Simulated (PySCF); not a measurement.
PySCF 2.14 output of an unrestricted LDA calculation on a single atom or ion in aug-cc-pwCVTZ-PP with ECP28MDF, with a scalar-relativistic core potential:

```
SCF conv_tol = 1e-09
number electrons alpha = 9  beta = 6
    P. A. M. Dirac.,  Math. Proc. Cambridge Philos. Soc. 26, 376 (1930)
    F. Bloch.,  Z. Phys. 57, 545 (1929)
    S. H. Vosko, L. Wilk, and M. Nusair.,  Can. J. Phys. 58, 1200 (1980)
cycle= 1 E= -108.918414105518  delta_E= -0.00496  |g|= 0.0944  |ddm|= 0.206
cycle= 2 E= -108.918398751245  delta_E= 1.54e-05  |g|= 0.101  |ddm|= 0.0935
cycle= 3 E= -108.920853824983  delta_E= -0.00246  |g|= 0.00275  |ddm|= 0.0452
cycle= 4 E= -108.920856204007  delta_E= -2.38e-06  |g|= 5.73e-05  |ddm|= 0.00176
cycle= 5 E= -108.920856205044  delta_E= -1.04e-09  |g|= 1.55e-06  |ddm|= 4.84e-05
cycle= 6 E= -108.920856205045  delta_E= -1.12e-12  |g|= 1.35e-07  |ddm|= 1.83e-06
converged SCF energy = -108.920856205045  <S^2> = 3.7508408  2S+1 = 4.0004204
```

The run itself started from symmetry-adapted Hartree-Fock orbitals and held the occupation by maximum overlap, on a logarithmic radial grid, so the iterations belong to that start.

Which element, charge and spin multiplicity is this?

Rh²⁺ (rhodium, charge +2), multiplicity 4; the state was [Kr] 4d7, high-spin 4F determinant.

Energies and moments cover only the electrons outside the core potential.
